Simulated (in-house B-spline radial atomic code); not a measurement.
**Binding energies in Nb+**

NIST's tabulated ground configuration is [Kr] 4d4; each binding energy is the energy of the ion with one electron taken from that subshell, relaxed, less that of the parent. Computed with an all-electron radial atomic-structure program (B-spline basis): Dirac-Kohn-Sham PBE, spherical fractional occupations, Fermi nucleus of rms radius 4.324 fm. Energies include first-order Breit, QED and recoil terms.

```tsv
subshell	X-ray name	binding energy (eV)	-ε (eV)	relaxation (eV)
1s	K	19025.9	18805.8	-264.2
2s	L1	2674.6	2635.4	-43.8
2p1/2	L2	2469.3	2419.1	-54.6
2p3/2	L3	2372.6	2323.3	-52.4
3s	M1	459.4	445.0	-15.1
3p1/2	M2	378.2	363.6	-15.2
3p3/2	M3	362.6	348.1	-14.9
3d3/2	M4	219.8	204.2	-15.6
3d5/2	M5	216.9	201.3	-15.5
4s	N1	71.28	64.78	-6.60
4p1/2	N2	48.54	42.38	-6.22
4p3/2	N3	46.39	40.29	-6.13
4d	N4,5	14.05	9.31	-4.73
```

Relaxation = -ε minus the binding energy without Breit, QED and recoil terms. With a density functional, K lines can miss by some tenths of a per cent, more in light atoms. For a density functional the relaxation so defined is negative, because -ε of a Kohn-Sham level is smaller than the binding energy.

Emission lines follow as differences of binding energies, with λ = 12398.42 eV·Å / E:

```tsv
line	holes	energy (eV)	wavelength (Å)
K-L3	1s → 2p3/2	16653.3	0.7445
K-L2	1s → 2p1/2	16556.6	0.74885
K-M3	1s → 3p3/2	18663.3	0.66432
L3-M5	2p3/2 → 3d5/2	2155.7	5.7515
L2-M4	2p1/2 → 3d3/2	2249.5	5.5116
L1-M3	2s → 3p3/2	2312.0	5.3626
L3-M1	2p3/2 → 3s	1913.2	6.4805
```

(1) What screening constant σ does Moseley's law, E = (3/4)·13.6057 eV·(Z - σ)², need for K-L3?

Moseley's non-relativistic formula needs a falling, then negative, screening constant for heavy elements, because relativity binds the 1s electron more strongly than the formula allows.

(2) What does it cost to remove both a 3p3/2 and a 4s electron?

(3) What does it cost to remove both a 3p1/2 and a 3d3/2 electron?

(4) What does it cost to remove both a 3p1/2 and a 4s electron?

## Answers

(1) σ = 0.60.

(2) 450.86 eV, which is 16.97 eV more than the two single binding energies together.

(3) 630.68 eV, which is 32.68 eV more than the two single binding energies together.

(4) 466.49 eV, which is 16.98 eV more than the two single binding energies together.
